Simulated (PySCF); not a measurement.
PySCF input (HF/def2-TZVPD):

```python
from pyscf import gto, scf, dft

mol = gto.M(
    atom='''
    C    -1.75773085   -0.10134345    0.05558461
    C    -0.74252211   -1.22251470    0.05791304
    C     0.56677545   -0.84964834    0.00782957
    C     1.06008694    0.49517278   -0.04619186
    N     1.44093606    1.59274886   -0.08962976
    H    -1.37583168    0.93737169    0.01383326
    H    -2.44356205   -0.23660060   -0.79067201
    H    -2.39151303   -0.18586039    0.94776521
    H     1.36469773   -1.59415053    0.00566966
    ''',
    basis='def2-tzvpd',
    charge=-1,
    spin=0,
    verbose=4,
)

mf = scf.RHF(mol).density_fit(auxbasis='def2-universal-jkfit')
mf.conv_tol = 1e-9
mf.max_cycle = 100
mf.max_memory = 1500
mf.kernel()
if not mf.converged:
    mf = mf.newton()
    mf.kernel(mf.make_rdm1())
mf.analyze()
```

End of the output:

```
Extra cycle  E= -208.252474967553  delta_E= -1.01e-11  |g|= 3.38e-06  |ddm|= 6.99e-05
converged SCF energy = -208.252474967553
**** SCF Summaries ****
Total Energy =                        -208.252474967553184
Nuclear Repulsion Energy =             133.476174404533054
One-electron Energy =                 -552.129075665624669
Two-electron Energy =                  210.400426293538402
Two-electron Coulomb Energy =          239.271917264809957
DFT Exchange-Correlation Energy =      -28.871490971271555
HOMO-LUMO gap [eV] =                     8.984209739602294
**** MO energy ****
MO #1   energy= -15.3757464654751  occ= 2
MO #2   energy= -11.0937969595416  occ= 2
MO #3   energy= -11.0473984568985  occ= 2
MO #4   energy= -11.0359282065071  occ= 2
MO #5   energy= -11.019418073479   occ= 2
MO #6   energy= -1.03126578305197  occ= 2
MO #7   energy= -0.870084972643667 occ= 2
MO #8   energy= -0.764900790363313 occ= 2
MO #9   energy= -0.586430291190354 occ= 2
MO #10  energy= -0.467796106601369 occ= 2
MO #11  energy= -0.410470692585731 occ= 2
MO #12  energy= -0.388963907947612 occ= 2
MO #13  energy= -0.376900958559849 occ= 2
MO #14  energy= -0.325376760911531 occ= 2
MO #15  energy= -0.320910971437694 occ= 2
MO #16  energy= -0.273635814120262 occ= 2
MO #17  energy= -0.151604802704949 occ= 2
MO #18  energy= -0.123481909407096 occ= 2
MO #19  energy= 0.206681711549184  occ= 0
MO #20  energy= 0.217385839454799  occ= 0
MO #21  energy= 0.237758359617792  occ= 0
MO #22  energy= 0.251885356437517  occ= 0
MO #23  energy= 0.286034928237303  occ= 0
MO #24  energy= 0.299794012973865  occ= 0
MO #25  energy= 0.308148977317226  occ= 0
MO #26  energy= 0.319432288826972  occ= 0
MO #27  energy= 0.339121282511239  occ= 0
MO #28  energy= 0.353373981563083  occ= 0
MO #29  energy= 0.356291320138996  occ= 0
MO #30  energy= 0.368483923090728  occ= 0
MO #31  energy= 0.370469731140173  occ= 0
MO #32  energy= 0.384742826178847  occ= 0
MO #33  energy= 0.408912052852907  occ= 0
MO #34  energy= 0.414289132773236  occ= 0
MO #35  energy= 0.418402868272283  occ= 0
MO #36  energy= 0.429046818821083  occ= 0
MO #37  energy= 0.434040457502143  occ= 0
MO #38  energy= 0.464141240064714  occ= 0
MO #39  energy= 0.48457190672637   occ= 0
MO #40  energy= 0.489386249184324  occ= 0
MO #41  energy= 0.492895635057297  occ= 0
MO #42  energy= 0.496023360186964  occ= 0
MO #43  energy= 0.507866846290341  occ= 0
MO #44  energy= 0.51412539335384   occ= 0
MO #45  energy= 0.514719437788539  occ= 0
MO #46  energy= 0.53191545766802   occ= 0
MO #47  energy= 0.544700702229201  occ= 0
MO #48  energy= 0.555234260539933  occ= 0
MO #49  energy= 0.56643365897432   occ= 0
MO #50  energy= 0.569276813766594  occ= 0
MO #51  energy= 0.594248966629278  occ= 0
MO #52  energy= 0.601286992100701  occ= 0
MO #53  energy= 0.61614126559843   occ= 0
MO #54  energy= 0.624791877691999  occ= 0
MO #55  energy= 0.626247338432633  occ= 0
MO #56  energy= 0.634120834807751  occ= 0
MO #57  energy= 0.650326191887992  occ= 0
MO #58  energy= 0.658934144383826  occ= 0
MO #59  energy= 0.67069641843404   occ= 0
MO #60  energy= 0.670917999644683  occ= 0
MO #61  energy= 0.702739158578844  occ= 0
MO #62  energy= 0.706320982911089  occ= 0
MO #63  energy= 0.706661170995045  occ= 0
MO #64  energy= 0.727524977965471  occ= 0
MO #65  energy= 0.7513751290645    occ= 0
MO #66  energy= 0.756399228402829  occ= 0
MO #67  energy= 0.774370976223034  occ= 0
MO #68  energy= 0.795817800452181  occ= 0
MO #69  energy= 0.800513158142381  occ= 0
MO #70  energy= 0.805250102217672  occ= 0
MO #71  energy= 0.816193980904712  occ= 0
MO #72  energy= 0.831058671771514  occ= 0
MO #73  energy= 0.856270167169907  occ= 0
MO #74  energy= 0.873781547689879  occ= 0
MO #75  energy= 0.891389361833166  occ= 0
MO #76  energy= 0.903368763037342  occ= 0
MO #77  energy= 0.912664077010494  occ= 0
MO #78  energy= 0.929081465701588  occ= 0
MO #79  energy= 0.937830885134857  occ= 0
MO #80  energy= 0.956642818029953  occ= 0
MO #81  energy= 0.970982123865895  occ= 0
MO #82  energy= 0.976734351149368  occ= 0
MO #83  energy= 1.01690332741807   occ= 0
MO #84  energy= 1.02276809106209   occ= 0
MO #85  energy= 1.0343344682808    occ= 0
MO #86  energy= 1.04114935305626   occ= 0
MO #87  energy= 1.06075574018844   occ= 0
MO #88  energy= 1.08103103860234   occ= 0
MO #89  energy= 1.090830878182     occ= 0
MO #90  energy= 1.09264481028298   occ= 0
MO #91  energy= 1.11759904547763   occ= 0
MO #92  energy= 1.13753157230732   occ= 0
MO #93  energy= 1.17691747035935   occ= 0
MO #94  energy= 1.19594776145953   occ= 0
MO #95  energy= 1.25396154856397   occ= 0
MO #96  energy= 1.28155322015691   occ= 0
MO #97  energy= 1.28210454893827   occ= 0
MO #98  energy= 1.29149148782133   occ= 0
MO #99  energy= 1.36459818535529   occ= 0
MO #100 energy= 1.36778448197845   occ= 0
MO #101 energy= 1.40111300987894   occ= 0
MO #102 energy= 1.47397923415666   occ= 0
MO #103 energy= 1.49403568511283   occ= 0
MO #104 energy= 1.54856499442627   occ= 0
MO #105 energy= 1.55840837517086   occ= 0
MO #106 energy= 1.59395142657768   occ= 0
MO #107 energy= 1.66218899686495   occ= 0
[...]
```

It need not be the lowest isomer of its formula. Whether it binds its extra electron was not tested at this geometry.
